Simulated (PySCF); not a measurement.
**Static response to an electric field**

Compound: C6H5F3O.
Cartesian coordinates in Å at the GFN2-xTB level; atoms count from 1:
```
atom  x, y, z in Å
C1    -0.878    2.057    0.654
C2    -0.677    0.848    0.264
C3    -0.477   -0.389   -0.139
C4    -1.595   -1.343   -0.457
C5     0.872   -0.913   -0.307
O6     1.156   -2.019   -0.691
C7     2.005    0.091    0.062
F8     1.956    1.202   -0.693
F9     3.214   -0.439   -0.098
F10    1.915    0.494    1.343
H11   -0.951    2.875   -0.044
H12   -0.961    2.309    1.699
H13   -1.497   -1.687   -1.485
H14   -2.560   -0.864   -0.322
H15   -1.526   -2.214    0.192
```

Level: PBE0/def2-SVPD (PySCF), static field, nuclei fixed, core orbitals frozen in the response. The polarisability tensor in these axes (au):

```
x    76.74 -10.92  -3.40
y   -10.92 104.85  16.43
z    -3.40  16.43  60.20
```

Q: What are the eigenvalues, a third of the trace, and Δα (Δα² = ½Σ(αi − αj)² over the three pairs)?

A: Principal values 54.80, 73.21 and 113.77 au; mean 80.60 au = 11.94 Å³ = 13.29 × 10⁻⁴⁰ C²·m²/J; Δα = 52.26 au (65 % of the mean).

Q: What is the dipole moment, and where does it point?

A: (-3.37, 2.02, 0.64) D, 3.98 D in size, pointing from the negative to the positive side. Measured along this direction, the outermost atoms are F9 at the negative end and H12 and H11 at the positive end.

Q: Orientational against electronic polarisability at 500 K (dilute gas, rigid molecules)?

A: In Gaussian units μ²/3kT = 76.47 Å³ against 11.94 Å³, a ratio of 6.40; the Debye molar polarisation (4π/3)N_A(α + μ²/3kT) is 223.0 cm³/mol, leaving out the vibrational part.

Q: What molar refraction does this α imply?

A: Lorentz–Lorenz: R = (4π/3)N_A α = 2.5225 cm³/(mol·Å³) × 11.94 Å³ = 30.1 cm³/mol, in the limit of long wavelengths.

Q: What depolarisation ratio follows for Rayleigh scattering of linearly polarised light, taking the static tensor?

A: ρ = 3Δα²/(45ᾱ² + 4Δα²) = 8192.4/(292314 + 10923.2) = 0.027.

Geometry: GFN2-xTB, one conformer, isolated molecule.

These values come from a run that also computed excited states. The run took 59 s of wall time on Arm Neoverse V1, one thread, shared host, and the process peaked at 1.0 GiB of memory.
